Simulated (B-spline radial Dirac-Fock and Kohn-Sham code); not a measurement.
# Elastic scattering of 366 eV electrons by neutral scandium

Method: relativistic (Dirac) partial waves in the static field of the Dirac-Fock atom with Furness-McCarthy exchange, without polarisation or absorption potentials. Computed with a radial B-spline solver.

Input file task.json (cfg lists n, l and occupation; rrms is the nuclear radius in fm):

```json
{"items": [{
  "Z": 21,
  "q": 0,
  "cfg": [[1, 0, 2], [2, 0, 2], [2, 1, 6], [3, 0, 2], [3, 1, 6], [3, 2, 1], [4, 0, 2]],
  "A": 45,
  "rrms": 3.5459,
  "do": "elastic",
  "energies": [[366.0, 0]],
  "theta": [0, 10, 20, 30, 40, 50, 60, 70, 80, 90, 100, 110, 120, 130, 140, 150, 160, 170, 180]
}]}
```

Command: `python xray2_run.py task.json out`

```
θ (°)  dσ/dΩ (a₀²/sr)  Sherman function
    0             153             0.000
   10            28.9             0.000
   20            4.81             0.000
   30            1.41            -0.001
   40           0.647            -0.003
   50           0.413            -0.002
   60           0.298             0.003
   70           0.220             0.008
   80           0.156             0.014
   90           0.101             0.016
  100          0.0673             0.007
  110          0.0670            -0.013
  120           0.109            -0.019
  130           0.192            -0.015
  140           0.304            -0.011
  150           0.427            -0.007
  160           0.537            -0.004
  170           0.613            -0.002
  180           0.640             0.000
```

**Question.** What integrated cross sections go with this distribution?

**Answer.** The total elastic cross section is 14.0 a₀², the first transport cross section 3.12 a₀² and the second, weighted with (3/2) sin²θ, 3.19 a₀². The mean deflection is ⟨1 − cos θ⟩ = 0.223, and 8.8 % of the collisions scatter beyond 90°.

On this grid of angles the cross section has a minimum near 110°, from interference among the few low partial waves with large phase shifts.
